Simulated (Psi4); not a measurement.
Cl3Zr (SMILES [Cl][Zr+]([Cl])[Cl]), charge +1, singlet, at a GFN2-xTB geometry (such geometries of metal compounds can be far from the true shape) (the multiplicity is a formal guess) (core potentials on Zr); PBE0/def2-SV(P) run with Psi4.

The Psi4 input:
```
memory 2 GB

molecule mol {
1 1
Zr    0.158754    0.510567    0.335888
Cl    1.747823   -0.702300   -0.689548
Cl   -0.901356   -1.204847    1.326458
Cl   -1.220007    0.705813   -1.427235
}

set {
  basis def2-sv(p)
  reference rks
}

energy('pbe0')
print_variables()
```

The log (banner, timings and long lists left out):

```
   => Loading Basis Set <=

    Name: DEF2-SV(P)
    Role: ORBITAL
    Keyword: BASIS

    !!!  WARNING: ECP capability is in beta. Please check occupations closely.  !!!

         ---------------------------------------------------------
                                   SCF
               by Justin Turney, Rob Parrish, Andy Simmonett
                          and Daniel G. A. Smith
                              RKS Reference
         ---------------------------------------------------------

  ==> Geometry <==

    Molecular point group: c1
    Full point group: C1

    Geometry (in Angstrom), charge = 1, multiplicity = 1:

       Center              X                  Y                   Z               Mass
    ------------   -----------------  -----------------  -----------------  -----------------
         ZR           0.152540472228     0.490583041128     0.322741169262    89.904697700000
         CL           1.741609472228    -0.722283958872    -0.702694830738    34.968852682000
         CL          -0.907569527772    -1.224830958872     1.313311169262    34.968852682000
         CL          -1.226220527772     0.685829041128    -1.440381830738    34.968852682000

  Running in c1 symmetry.

  Rotational constants: A =      0.06493  B =      0.06493  C =      0.04253 [cm^-1]
  Rotational constants: A =   1946.45072  B =   1946.44980  C =   1275.01402 [MHz]
  Nuclear repulsion =  280.419966653935091

  Charge       = 1
  Multiplicity = 1
  Electrons    = 62
  Nalpha       = 31
  Nbeta        = 31

  ==> Algorithm <==

  SCF Algorithm Type is DF.
  DIIS enabled.
  MOM disabled.
  Fractional occupation disabled.
  Guess Type is SAD.
  Energy threshold   = 1.00e-06
  Density threshold  = 1.00e-06
  Integral threshold = 1.00e-12

  ==> Primary Basis <==

  Basis Set: DEF2-SV(P)
    Blend: DEF2-SV(P)
    Number of shells: 34
    Number of basis functions: 78
    Number of Cartesian functions: 83
    Spherical Harmonics?: true
    Max angular momentum: 2

  Core potential: DEF2-SV(P)
    Number of shells: 4
    Number of ECP primitives: 14
    Number of ECP core electrons: 28
    Max angular momentum: 3

  ==> DFT Potential <==

   => LibXC <=

    Version 7.1.2
    S. Lehtola, C. Steigemann, M. J. T. Oliveira, and M. A. L. Marques,  SoftwareX 7, 1–5 (2018) (10.1016/j.softx.2017.11.002)

   => Composite Functional: PBE0 <=

    PBE0 Hyb-GGA Exchange-Correlation Functional

    C. Adamo and V. Barone,  J. Chem. Phys. 110, 6158 (1999) (10.1063/1.478522)
[...]
   @DF-RKS iter   4: -1426.64594727809344   -1.48957e-02   5.25342e-04 ADIIS/DIIS
   @DF-RKS iter   5: -1426.64695226613821   -1.00499e-03   1.49417e-04 ADIIS/DIIS
   @DF-RKS iter   6: -1426.64703317996282   -8.09138e-05   6.23277e-05 DIIS
   @DF-RKS iter   7: -1426.64704941259765   -1.62326e-05   1.23847e-05 DIIS
   @DF-RKS iter   8: -1426.64705014417200   -7.31574e-07   2.34388e-06 DIIS
   @DF-RKS iter   9: -1426.64705017684628   -3.26743e-08   6.27431e-07 DIIS
  Energy and wave function converged.

  ==> Post-Iterations <==

   Electrons on quadrature grid:
      Ntotal   =   62.0000040431 ; deviation = 4.043e-06

    Orbital Energies [Eh]
    ---------------------

    Doubly Occupied:

[...]
      31A     -0.527718

    Virtual:

[...]
    Final Occupation by Irrep:
              A
    DOCC [    31 ]
    NA   [    31 ]
    NB   [    31 ]

  @DF-RKS Final Energy: -1426.64705017684628

   => Energetics <=

    Nuclear Repulsion Energy =            280.4199666539350915
    One-Electron Energy =               -2530.6779920515332378
    Two-Electron Energy =                 891.6348852091371100
    DFT Exchange-Correlation Energy =     -68.0239099883854550
    Empirical Dispersion Energy =           0.0000000000000000
    VV10 Nonlocal Energy =                  0.0000000000000000
    Total Energy =                      -1426.6470501768462782

Computation Completed

Properties will be evaluated at   0.000000,   0.000000,   0.000000 [a0]

Properties computed using the SCF density matrix

 Multipole Moments:

 ------------------------------------------------------------------------------------
     Multipole            Electronic (a.u.)      Nuclear  (a.u.)        Total (a.u.)
 ------------------------------------------------------------------------------------

 L = 1.  Multiply by 2.5417464519 to convert [e a0] to [Debye]
 Dipole X            :          9.7209925           -9.1398196            0.5811729
 Dipole Y            :         31.2635398          -29.3944318            1.8691081
 Dipole Z            :         20.5673952          -19.3377930            1.2296022
 Magnitude           :                                                    2.3115468

 ------------------------------------------------------------------------------------

  Variable Map:
  ----------------------------------------------------------------------------
[...]
  Array Variable Map:
  ----------------------------------------------------------------------------
[...]
[...]
```
